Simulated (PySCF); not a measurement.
Computed shifts of a molecule C6H12, PBE0/pcSseg-1 (PySCF), GIAO, gas phase, equivalent atoms averaged, in ppm (number of nuclei): ¹³C: 30.9 (6). ¹H: 1.85 (6), 1.42 (6). References: ¹³C against TMS (σ = 186.3 ppm); ¹H against TMS (σ = 31.56 ppm), references at their B3LYP-D3(BJ)/def2-TZVP geometries, non-relativistic. The structure is a stationary point at PBE0-D3(BJ)/def2-SVP. One conformer was computed; it need not be the lowest.

Problem. Pick the molecule that these values belong to.
A) C/C=C/CCC
B) C1CCCCC1
C) CCC=C(C)C
D) C[C@H]1C[C@@H](C)C1

Solution. B, C1CCCCC1
